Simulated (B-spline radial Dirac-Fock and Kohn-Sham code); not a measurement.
**Relativistic shifts of the levels of Yb⁵⁹⁺**

System: Yb⁵⁹⁺, configuration [Ne] 3s1.

Both columns are ΔSCF binding energies of the configuration average from a radial B-spline solver: non-relativistic Hartree-Fock with a point nucleus, and Dirac-Fock with a finite nucleus and the Coulomb interaction alone, averaged over the two j levels with weights 2j+1.

```tsv
shell	Hartree-Fock (eV)	Dirac-Fock (eV)	shift (eV)	shift (%)
2p	13519.8	14007.6	+487.78	+3.61
3s	5833.6	6244.7	+411.16	+7.05
```

Relativity binds 2p, 3s more strongly, among those listed most of all 3s in relative terms.

Values without a named source are computed, but for edge energies of neutral atoms, which are taken from tables.
